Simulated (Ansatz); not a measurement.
Reaction: CH2I2 (diiodomethane, SMILES ICI) → CHI2 (SMILES I[CH]I, doublet) + H (doublet) (the C-H bond breaks)
Each species at its own B3LYP-D3(BJ)/def2-TZVP minimum (Ansatz, a quantum-chemistry and plane-wave program).

Total energies in hartree (Ansatz). Radicals and triplets start from unrestricted determinants; spin-orbit coupling is neglected. Cores are frozen in correlated methods (noble-gas shells, and filled d and f shells in the p block). Past Kr the def2 sets carry scalar-relativistic core potentials. For partners of very few electrons the exact lower level stands in for a higher one. Spin-orbit terms, left out, reach several kcal/mol for Br and I, and more for heavier atoms. The UHF reference of CHI2 (I[CH]I, doublet) is spin-contaminated (<S^2> up to 0.04 over the pure value in the sets run).

```tsv
species	HF/def2-TZVPP	CCSD(T)/def2-TZVPP	HF/def2-QZVPP	CCSD(T)/def2-QZVPP	CCSD(T)/def2-SVP	CCSDT(Q)/def2-SVP
1: CH2I2 (diiodomethane, SMILES ICI)	-632.35618	-632.86867	-632.36070	-632.92300	-632.67004	-632.67148
2: CHI2 (SMILES I[CH]I, doublet)	-631.72906	-632.20583	-631.73374	-632.25890	-632.01081	-632.01261
3: H (doublet)	-0.49981	-0.49981	-0.49998	-0.49998	-0.49928	-0.49928
```

Problem. Work out the bond dissociation energy (electronic) in kcal/mol: take Hartree-Fock from def2-QZVPP, extrapolate the CCSD(T) correlation energy as X^-3 (X = 3, 4), and add CCSDT(Q) - CCSD(T) in def2-SVP. 1 hartree = 627.51 kcal/mol.

Solution. 
Species 1: correlation (64·(-0.56230) - 27·(-0.51249))/37 = -0.59865; step -0.00144; E1 = -632.36070 + (-0.59865) + (-0.00144) = -632.96079
Species 2: correlation (64·(-0.52516) - 27·(-0.47677))/37 = -0.56047; step -0.00180; E2 = -631.73374 + (-0.56047) + (-0.00180) = -632.29601
Species 3: correlation (64·(0.00000) - 27·(0.00000))/37 = 0.00000; step +0.00000; E3 = -0.49998 + (0.00000) + (+0.00000) = -0.49998
-1·E1 +1·E2 +1·E3 = 0.16480 hartree = 103.4 kcal/mol.
